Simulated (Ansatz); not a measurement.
Consider the cleavage of the Al–Si bond: `N[SiH2][Al]([NH2])[F]` + H–F → `[NH2][Al]([F])[F]` + `N[SiH3]`.

Isolated molecules relaxed with PBE0-D4/def2-TZVP in Ansatz; ΔE leaves out vibrations. CCSD(T)/CBS adds triple-zeta CCSD(T) − MP2 to the extrapolated MP2 energy (def2 sets, frozen cores). This one scheme is used for every species. Functionals use def2-TZVPP. One conformer a species, not always the lowest.

`N[SiH2][Al]([NH2])[F]`:

```xyz
11

N    -0.800   -0.215   -1.747
Si   -0.428   -1.279   -0.429
Al    0.502    0.087    1.370
N     1.025    1.743    1.072
F     0.649   -0.486    2.917
H    -1.371    0.597   -1.569
H    -1.038   -0.614   -2.642
H     0.584   -2.249   -0.938
H    -1.569   -2.120    0.057
H     1.406    2.378    1.755
H     1.039    2.159    0.155
```

H–F:

Cartesian coordinates in Å:
```
F -0.408 -0.095 0.191
H 0.408 0.095 -0.191
```

`[NH2][Al]([F])[F]`:

Cartesian coordinates in Å:
```
N -0.073 0.908 0.309
Al 0.060 -0.739 -0.252
F 0.234 -1.068 -1.849
F 0.013 -1.991 0.807
H -0.051 1.716 -0.289
H -0.182 1.174 1.273
```

`N[SiH3]`:

Z-matrix (Å, degrees):
```
Si
N 1 1.720
H 1 1.486 2 107.9
H 1 1.494 2 116.0 3 -120.3
H 1 1.486 2 107.9 3 119.4
H 2 1.007 1 119.6 3 -168.6
H 2 1.007 1 119.6 3 49.2
```

(1) Is it downhill or uphill in electronic energy at CCSD(T)/CBS, and by how much? (Best estimate.)

(2) What do these levels give: PBE-D4, PBE, PBE0, SCS-MP2/def2-TZVPP, CCSD/def2-TZVPP, MP2/def2-QZVPP? (Estimate.)

Largest T1 diagnostic among the species: 0.012.

## Answers

(1) The calculation gave: Downhill: ΔE = -180.6 kJ/mol.

(2) Computed: PBE-D4 -156.6, PBE -161.0, PBE0 -167.3, SCS-MP2/def2-TZVPP -193.8, CCSD/def2-TZVPP -185.9, MP2/def2-QZVPP -190.1 kJ/mol.

The D4 term adds +7.0 kJ/mol with B3LYP and +4.3 kJ/mol with PBE0; it sums over pairs of atoms, weighted by their polarisabilities, and B3LYP, whose exchange is more repulsive, gets the larger term. From PBE to PBE0 (25 % exact exchange), in def2-TZVPP and without D4, ΔE moves by −6.3 kJ/mol. In def2-TZVPP, CCSD(T) changes the Hartree–Fock value by +26.9 kJ/mol (the triples alone add +4.4 kJ/mol) and MP2 by +18.9 kJ/mol.

B3LYP here is the variant with VWN-RPA as its local correlation; programs differ in this.
